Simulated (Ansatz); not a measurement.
Species: sum formula GaBrF₂ (charge 0, singlet). SMILES: [F][Ga]([Br])[F]
Geometry: optimised at B3LYP-D3(BJ)/def2-TZVP (Ansatz, a first-principles code).

Quantity: vertical triplet-singlet gap (E(triplet) - E(singlet); each state is the SCF solution reached for its spin), in kcal/mol. Valence correlation only, unless marked. UHF or UKS for open shells. No spin-orbit coupling. Frozen are the shells of the preceding noble gas and the d and f shells that filled before the atom's block. Non-relativistic. CBS(X,Y): correlation extrapolated as X^-3; Hartree-Fock from the larger set.

```csv
level,program,vertical triplet-singlet gap (kcal/mol),minus last row
PBE/def2-TZVPD,Ansatz,118.1,-21.7
r2SCAN/def2-TZVPD,Ansatz,125.3,-14.5
wB97X-V/def2-TZVPD,Ansatz,132.6,-7.2
MP2/aug-cc-pVDZ,Ansatz,139.3,-0.5
MP2/aug-cc-pVTZ,Ansatz,140.3,0.5
RI-MP2/aug-cc-pVQZ,Ansatz,141.5,1.7
"RI-MP2/CBS(aug-cc-pVTZ,aug-cc-pVQZ)",Ansatz,142.3,2.5
CCSD(T)/aug-cc-pVTZ,Ansatz,137.2,-2.6
CCSD(T)/aug-cc-pVQZ,Ansatz,138.7,-1.1
"CCSD(T)/CBS(aug-cc-pVTZ,aug-cc-pVQZ)",Ansatz,139.8,0.0
```
